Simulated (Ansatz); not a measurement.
Species: sum formula SiHBr$_{2}$ (charge 0, doublet). It need not be the lowest isomer of its formula. SMILES: Br[SiH]Br
Geometry from a B3LYP-D3(BJ)/def2-TZVP (Ansatz, a program for electronic structure) optimisation:
```
Si
H 1 1.4868
Br 1 2.2332 2 107.40
Br 1 2.2332 2 107.40 3 119.68
```
Charge 0, spin multiplicity 2.

Computed values are from Ansatz. Correlated levels leave the core frozen unless marked. UHF or UKS for open shells. No spin-orbit coupling. The frozen core is the preceding noble-gas configuration, with the filled d and f shells of earlier blocks. No relativistic terms. Basis-set limits of correlation are two-point, X^-3; Hartree-Fock from the larger set.

| Quantity | Value |
|---|---|
| atomisation energy De | 232.7 kcal/mol at CCSD(T)/CBS(def2-TZVPPD,def2-QZVPPD) |
| total energy | -5435.0789 Eh at CCSD(T)/CBS(def2-TZVPPD,def2-QZVPPD) |
| dipole moment | 1.00 D at CCSD(T)/def2-SVPD |
| T1 diagnostic | 0.014 at CCSD/def2-QZVPPD |
